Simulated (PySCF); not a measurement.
In(NH2)2(NMe2), SMILES C[N](C)[In]([NH2])[NH2] at its GFN2-xTB optimised geometry (Å):

```
16

In     0.1898     0.4952     0.0000
N      2.2629     0.4952     0.0000
H      2.6071     1.3457    -0.4353
H      2.6711    -0.2785    -0.5168
N     -0.7727     2.3288     0.0000
H     -1.7793     2.2478    -0.1040
H     -0.4521     2.9281    -0.7548
N     -0.7559    -1.1184     0.9916
C      0.0851    -2.2812     1.1439
C     -2.0943    -1.4726     0.5846
H     -0.2827    -2.8818     1.9838
H      0.1000    -2.9281     0.2522
H      1.1017    -1.9539     1.3706
H     -2.1249    -2.0963    -0.3234
H     -2.5760    -2.0377     1.3912
H     -2.6711    -0.5610     0.4135
```

Computed with PySCF with PBE0/def2-TZVP, def2 effective core potentials past Kr. The core electrons that the potentials of In replace are not part of the density. Cells within 0.4 Å of a nucleus heavier than hydrogen are left out (blank, or x).

Map of the log10 of the electron density (e/bohr³), floored at −4 on the plane z = 1.2 Å:

```
|00000000000000000000000000000|
|00000000000000000000000000000|
|00000000000111000000000000000|
|00000000012222210000000000000|
|00000000123343321000000000000|
|00000001234454432100000000000|
|00000001345555542100000000000|
|00000002345666543210000000000|
|00000002345666543222221100000|
|00000001234555543333333210000|
|00000001234455554444444321000|
|00000001123455555455555432000|
|00000122223455665556665432000|
|00012333334556665556665432100|
|00013455555677665555555432000|
|00023566667888765444554321000|
|00124567778999765444433210000|
|00134677889xx9866554322100000|
|001346788889x9877765321000000|
|00135689988899999976421000000|
|00135689876789xx9976420000000|
|00124577765679xx8865320000000|
|00013455554578887654210000000|
|00002334434567776543100000000|
|00000122223455655321000000000|
|00000000112334443210000000000|
|00000000000122221100000000000|
|00000000000001100000000000000|
|00000000000000000000000000000|
```
Scale: ten equal steps from -4.00 (start of '0') to -0.366 (end of '9'), in the order '0123456789'; x runs from -5.00 to 5.00, y from -5.00 (bottom) to 5.00 (top).
